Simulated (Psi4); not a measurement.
C$_{4}$H$_{3}$O (SMILES [c-]1ccco1), charge -1, singlet, at a GFN2-xTB geometry (a gas-phase anion, which may not be bound at this level); CCSD(T)/STO-3G (Psi4).

The Psi4 input:
```
memory 2 GB

molecule mol {
-1 1
  O    -0.004341    0.047931    1.169040
  C     0.016995    1.220550    0.394784
  C    -0.017605   -1.044580    0.366982
  C     0.015536    0.752944   -0.919969
  C    -0.006104   -0.664033   -0.938463
  H    -0.034597   -2.019360    0.839172
  H     0.028937    1.373996   -1.813766
  H    -0.012541   -1.327370   -1.797730
}

set basis sto-3g
set reference rhf

energy('ccsd(t)')
print_variables()
```

What the program printed (banner, timings and long lists left out):

```
   => Loading Basis Set <=

    Name: STO-3G
    Role: ORBITAL
    Keyword: BASIS

         ---------------------------------------------------------
                                   SCF
               by Justin Turney, Rob Parrish, Andy Simmonett
                          and Daniel G. A. Smith
                              RHF Reference
         ---------------------------------------------------------

  ==> Geometry <==

    Molecular point group: c1
    Full point group: C1

    Geometry (in Angstrom), charge = -1, multiplicity = 1:

       Center              X                  Y                   Z               Mass
    ------------   -----------------  -----------------  -----------------  -----------------
         O           -0.004610875959     0.018729260690     1.128085786182    15.994914619570
         C            0.016725124041     1.191348260690     0.353829786182    12.000000000000
         C           -0.017874875959    -1.073781739310     0.326027786182    12.000000000000
         C            0.015266124041     0.723742260690    -0.960923213818    12.000000000000
         C           -0.006373875959    -0.693234739310    -0.979417213818    12.000000000000
         H           -0.034866875959    -2.048561739310     0.798217786182     1.007825032230
         H            0.028667124041     1.344794260690    -1.854720213818     1.007825032230
         H           -0.012810875959    -1.356571739310    -1.838684213818     1.007825032230

  Running in c1 symmetry.

  Rotational constants: A =      0.33264  B =      0.31564  C =      0.16196 [cm^-1]
  Rotational constants: A =   9972.38518  B =   9462.54265  C =   4855.38824 [MHz]
  Nuclear repulsion =  151.035753694707779

  Charge       = -1
  Multiplicity = 1
  Electrons    = 36
  Nalpha       = 18
  Nbeta        = 18

  ==> Algorithm <==

  SCF Algorithm Type is PK.
  DIIS enabled.
  MOM disabled.
  Fractional occupation disabled.
  Guess Type is SAD.
  Energy threshold   = 1.00e-08
  Density threshold  = 1.00e-08
  Integral threshold = 1.00e-12

  ==> Primary Basis <==

  Basis Set: STO-3G
    Blend: STO-3G
    Number of shells: 18
    Number of basis functions: 28
    Number of Cartesian functions: 28
    Spherical Harmonics?: true
    Max angular momentum: 1

  ==> Integral Setup <==

  Using in-core PK algorithm.
   Calculation information:
      Number of atoms:                   8
      Number of AO shells:              18
      Number of primitives:             54
      Number of atomic orbitals:        28
      Number of basis functions:        28

      Integral cutoff                 1.00e-12
      Number of threads:                 1

  Performing in-core PK
  Using 165242 doubles for integral storage.
  We computed 13846 shell quartets total.
  Whereas there are 14706 unique shell quartets.

  ==> DiskJK: Disk-Based J/K Matrices <==

    J tasked:                  Yes
    K tasked:                  Yes
    wK tasked:                  No
    Schwarz Cutoff:          1E-12

  Minimum eigenvalue in the overlap matrix is 1.7943400978E-01.
  Reciprocal condition number of the overlap matrix is 7.2071494619E-02.
    Using symmetric orthogonalization.

  ==> Pre-Iterations <==

  SCF Guess: Superposition of Atomic Densities via on-the-fly atomic UHF (no occupation information).

   -------------------------
    Irrep   Nso     Nmo
   -------------------------
     A         28      28
   -------------------------
    Total      28      28
   -------------------------

  ==> Iterations <==

                        Total Energy        Delta E     RMS |[F,P]|

   @RHF iter SAD:  -221.92007171826316   -2.21920e+02   0.00000e+00
   @RHF iter   1:  -224.88743569488349   -2.96736e+00   1.01063e-02 ADIIS/DIIS
   @RHF iter   2:  -224.94836824316729   -6.09325e-02   4.32153e-03 ADIIS/DIIS
   @RHF iter   3:  -224.95770707520487   -9.33883e-03   7.68359e-04 ADIIS/DIIS
   @RHF iter   4:  -224.95844776772648   -7.40693e-04   2.87099e-04 ADIIS/DIIS
[...]
  @RHF Final Energy:  -224.95859321762543
    Total Energy =                       -224.9585932176254346
[...]
     4        -0.313420178640926    4.339e-03    0.013089    0.064844    0.064844    0.210185
     5        -0.313435165875368    1.302e-03    0.013203    0.065500    0.065500    0.210715
     6        -0.313399689890118    4.334e-04    0.013224    0.065651    0.065651    0.210717
     7        -0.313396700334878    1.481e-04    0.013227    0.065670    0.065670    0.210711
     8        -0.313400265138671    4.845e-05    0.013228    0.065672    0.065672    0.210715
     9        -0.313400607917856    1.348e-05    0.013227    0.065669    0.065669    0.210716
    10        -0.313400525393772    5.021e-06    0.013227    0.065667    0.065667    0.210716
    11        -0.313400577590163    1.708e-06    0.013227    0.065666    0.065666    0.210717
    12        -0.313400591359661    5.444e-07    0.013227    0.065666    0.065666    0.210717
    13        -0.313400625313672    1.896e-07    0.013227    0.065666    0.065666    0.210717
    14        -0.313400627286393    6.129e-08    0.013227    0.065666    0.065666    0.210717

    Iterations converged.

    Largest TIA Amplitudes:
             17   1        -0.0376765791
             15   0        -0.0374665339
             17   0        -0.0337883189
             11   0        -0.0287948313
             11   1        -0.0181945329
             16   5         0.0155774508
             16   7         0.0119171928
             16   3         0.0118052670
             14   2         0.0098209028
             16   2         0.0087947623

    Largest TIjAb Amplitudes:
     17  17   1   1        -0.0988649819
     17  17   0   0        -0.0951073167
     15  15   0   0        -0.0812068530
     15  17   0   0        -0.0510171187
     17  15   0   0        -0.0510171187
     11  11   0   0        -0.0433648575
     15  15   1   1        -0.0392439760
     16  16   1   1        -0.0369820136
     11  17   0   0         0.0349268739
     17  11   0   0         0.0349268739

    SCF energy       (wfn)                    = -224.958593217625435
    Reference energy (file100)                = -224.958593217625634

    Opposite-spin MP2 correlation energy      =   -0.210527551843678
    Same-spin MP2 correlation energy          =   -0.055341037008295
    Singles MP2 correlation energy            =   -0.000000000000000
    MP2 correlation energy                    =   -0.265868588851973
      * MP2 total energy                      = -225.224461806477620

    Opposite-spin CCSD correlation energy     =   -0.263301645820701
    Same-spin CCSD correlation energy         =   -0.050098981465692
    Singles CCSD correlation energy           =    0.000000000000000
    CCSD correlation energy                   =   -0.313400627286393
      * CCSD total energy                     = -225.271993844912032

            **************************
            *                        *
            *        CCTRIPLES       *
            *                        *
            **************************

    Wave function   =    CCSD_T
    Reference wfn   =      RHF

    Nuclear Rep. energy (wfn)                =  151.035753694707779
    SCF energy          (wfn)                = -224.958593217625435
    Reference energy    (file100)            = -224.958593217625634
    CCSD energy         (file100)            =   -0.313400627286393
    Total CCSD energy   (file100)            = -225.271993844912032

    Number of ijk index combinations:             1140
    Approx. words needed per explicit thread:            4000
    Number of threads for explicit ijk threading:    1

    MKL num_threads set to 1 for explicit threading.

    (T) energy                                =   -0.009641729046513
      * CCSD(T) total energy                  = -225.281635573958539

  Variable Map:
  ----------------------------------------------------------------------------
[...]
  Array Variable Map:
  ----------------------------------------------------------------------------
[...]
[...]
```
